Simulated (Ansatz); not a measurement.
Stepwise reaction of `[SH][Ge]([Cl])([Cl])[Cl]` with hydrogen fluoride, as a gas-phase model of exchange steps in deposition or etching. ΔE in kJ/mol; ΔG adds harmonic PBE0-D4 terms to CCSD(T)/CBS, at 1 bar.

Calculated with Ansatz (gas phase, PBE0-D4/def2-TZVP geometries, no zero-point term in ΔE). CCSD(T)/CBS adds triple-zeta CCSD(T) − MP2 to the extrapolated MP2 energy (def2 sets, frozen cores). This one scheme is used for every species. Functionals use def2-TZVPP. B3LYP here is the variant with VWN-RPA as its local correlation; programs differ in this. For Ge outer-core shells are correlated without core-valence functions, which leaves a few kJ/mol of doubt a bond. Scalar relativity is left out up to krypton. One conformer a species, not always the lowest.

```tsv
step	reaction	PBE-D4	B3LYP-D4	ωB97M-V	CCSD(T)/CBS	ΔG(500 K)
1	`[SH][Ge]([Cl])([Cl])[Cl]` + H–F → `[F][Ge]([SH])([Cl])[Cl]` + HCl	10.6	7.4	5.8	11.3	5.0
2	`[F][Ge]([SH])([Cl])[Cl]` + H–F → `[F][Ge]([F])([SH])[Cl]` + HCl	11.9	8.2	7.0	11.8	4.7
3	`[F][Ge]([F])([SH])[Cl]` + H–F → `[F][Ge]([F])([F])[SH]` + HCl	11.7	7.6	6.4	10.3	4.0
```

Question: By hand: ΔE of the 3 steps together at CCSD(T)/CBS.

Answer: (11.3) + (11.8) + (10.3) = 33.4 kJ/mol, or 11.1 kJ/mol a step.

In ΔE the steps differ by no more than 1.5 kJ/mol. All are uphill at CCSD(T)/CBS. ΔG lies between 4.0 and 5.0 kJ/mol a step. PBE-D4 differs from CCSD(T)/CBS by -0.7 to 1.4 kJ/mol a step. Isolated molecules leave out the surface, adducts and barriers. Largest T1 diagnostic: 0.012.
